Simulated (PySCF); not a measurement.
Species: C7H15 (charge 0, doublet). It need not be the lowest isomer of its formula. 
Geometry from a B3LYP-D3(BJ)/def2-TZVP (Ansatz) optimisation:
SMILES: C[C](C)C(C)(C)C
```xyz
22

C      1.5844    -1.0634    -0.8356
C      0.8642    -0.2282     0.1720
C      1.6842     0.7021     1.0049
C     -0.6188     0.0418    -0.0065
C     -1.3628    -1.2154    -0.4856
C     -0.8064     1.1553    -1.0644
C     -1.2655     0.5059     1.3088
H      1.1004    -2.0263    -1.0088
H      1.6439    -0.5680    -1.8186
H      2.6107    -1.2578    -0.5212
H      1.2637     0.8596     1.9997
H      1.7722     1.7008     0.5466
H      2.7003     0.3245     1.1283
H     -2.4336    -1.0130    -0.5538
H     -1.0264    -1.5369    -1.4715
H     -1.2190    -2.0447     0.2101
H     -0.3879     0.8576    -2.0274
H     -1.8681     1.3686    -1.2115
H     -0.3188     2.0805    -0.7526
H     -2.3400     0.6406     1.1701
H     -0.8570     1.4573     1.6499
H     -1.1164    -0.2316     2.1002
```
Charge 0, spin multiplicity 2.

Dispersion corrections to the total energy (kcal/mol) from the dftd3 and dftd4 libraries through PySCF: D3(BJ) without and D4 with the three-body term, each with the damping fitted for the functional named.

| functional | D3(BJ) | D4 |
|---|---|---|
| revPBE | -32.11 | … |
| TPSS | … | -16.38 |
| BP86 | -19.25 | -16.02 |
| HF | … | -42.56 |
| PW6B95 | -6.09 | -10.02 |
| HSE06 | -8.25 | -9.55 |
| BLYP | -25.98 | -26.52 |

Problem. Complete the blanks.

Solution. 
- revPBE, D4: -39.50
- TPSS, D3(BJ): -15.99
- HF, D3(BJ): -83.93
